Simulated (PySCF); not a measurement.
Exercise with solution: oscillator strength and radiative lifetime

B(OH)(NH2)(NMe2) (C2H9BN2O), SMILES OB(N)N(C)C.

Coordinates come from a ωB97X-D3(BJ)/def2-SVP optimisation. Other conformers were not sampled.

TDA-PBE/def2-SVPD (PySCF 2.14.0) puts the first singlet state with f over 0.02 at 6.73 eV (vertical), with the transition dipole (0.440, -0.005, 0.772) in atomic units.

Problem. Find the oscillator strength, the wavelength and the radiative lifetime that this transition would have in vacuum if emission retraced absorption.

Solution. 
|μ|² = 0.7896 au, so |μ| = 2.26 D. ΔE = 6.73/27.211 = 0.2473 hartree. f = (2/3) ΔE |μ|² = 0.130 (the program prints 0.130).
λ = 1239.84/6.73 = 184 nm; ν = 54281 cm⁻¹.
Einstein's coefficient A = 0.6670 ν² f s⁻¹ (ν in cm⁻¹) = 2.6e8 s⁻¹, so τ = 1/A = 3.9 ns. This state is S8; the lower singlets have f = 0.011, 0.003, 0.016, 0.002, 0.015, 0.013, 0.015. The figure is the radiative limit of this one transition; relaxation, internal conversion, crossing to triplets and a medium change what is measured.
